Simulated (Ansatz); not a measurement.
Consider the redistribution: `ClC[SiH2][SnH3]` + `O[SiH2][GeH2][F]` → `O[SiH2][SiH2][SnH3]` + `[F][GeH2][CH2]Cl`.

Gas-phase electronic energies from Ansatz, PBE0-D4/def2-TZVP geometries. CBS: MP2 limit from def2 TZ/QZ plus the TZ coupled-cluster correction, frozen cores. DFT in def2-TZVPP. Elements past krypton have def2 core potentials. For Ge, Sn outer-core shells are correlated without core-valence functions, which leaves a few kJ/mol of doubt a bond. Scalar relativity is left out up to krypton. One conformer a species, not always the lowest.

```
             level  ΔE (kcal/mol)  difference from CCSD(T)/CBS
         r2SCAN-D4            3.4                          0.5
               PBE            3.1                          0.2
              PBE0            2.9                          0.0
     HF/def2-TZVPP            3.4                          0.5
   CCSD/def2-TZVPP            2.6                         -0.3
     HF/def2-QZVPP            3.3                          0.4
    MP2/def2-QZVPP            2.9                          0.0
SCS-MP2/def2-QZVPP            3.0                          0.1
      HF/CBS(def2)            3.3                          0.4
     MP2/CBS(def2)            3.2                          0.3
       CCSD(T)/CBS            2.9                            0
```

Largest T1 diagnostic among the species: 0.013.
